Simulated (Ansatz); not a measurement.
`CC1=N[CH]1[SnH3]` + `[AlH2][SH]` → `[AlH2][S][SnH3]` + `CC1=NC1` at 500 K and 1 bar (ligand exchange at the Sn–C bond).

Calculated with Ansatz (gas phase, PBE0-D4/def2-TZVP geometries, no zero-point term in ΔE). CCSD(T)/CBS is the MP2 limit (def2-TZVPP, def2-QZVPP) plus CCSD(T) − MP2 in def2-TZVPP, frozen cores. This one scheme is used for every species. Elements past krypton have def2 core potentials. For Sn outer-core shells are correlated without core-valence functions, which leaves a few kJ/mol of doubt a bond.

```csv
species,CCSD(T)/CBS energy (Eh),H − E (kJ/mol),S (J/(mol·K))
`CC1=N[CH]1[SnH3]`,-386.99390,269.3,441.0
`[AlH2][SH]`,-641.61836,86.7,303.7
`[AlH2][S][SnH3]`,-856.85532,139.0,415.5
`CC1=NC1`,-171.79280,225.2,325.0
```

H − E and S are ideal-gas, rigid-rotor, harmonic terms from PBE0-D4/def2-TZVP, for one conformer and one mirror image of each species. 1 Eh = 2625.50 kJ/mol, R = 8.31446 J/(mol·K).

**Question.** By hand: ΔE, ΔH, ΔS and ΔG.

**Answer.** ΔE = (-856.85532) + (-171.79280) − (-386.99390) − (-641.61836) = -0.03586 Eh = -94.2 kJ/mol. Δ(H − E) = 139.0 + 225.2 − 269.3 − 86.7 = 8.2, so ΔH = -86.0 kJ/mol. ΔS = 415.5 + 325.0 − 441.0 − 303.7 = -4.2 J/(mol·K). ΔG = -86.0 − 500 × (-4.2)/1000 = -83.9 kJ/mol.

**Question.** By hand: the equilibrium constant, and the temperature at which ΔG would vanish if ΔH and ΔS stayed fixed.

**Answer.** log₁₀ K = −ΔG/(RT ln 10) = 8.8. ΔG = 0 at ΔH/ΔS = 20476 K, far beyond where these terms or the molecules hold.

The number of gas molecules stays the same, so ΔS is small and ΔH decides. A doubt of 5 kJ/mol in ΔE shifts log₁₀ K by 0.5 here. Other conformers and mirror images would add mixing entropy, several J/(mol·K) or more a flexible species. Modes under 60 cm⁻¹, often nearly free rotors, make the harmonic entropy too high. These are equilibria of isolated gas molecules and say nothing of rates. Largest T1 diagnostic: 0.013 (customary marks: 0.02 for closed shells, 0.045 for open ones).
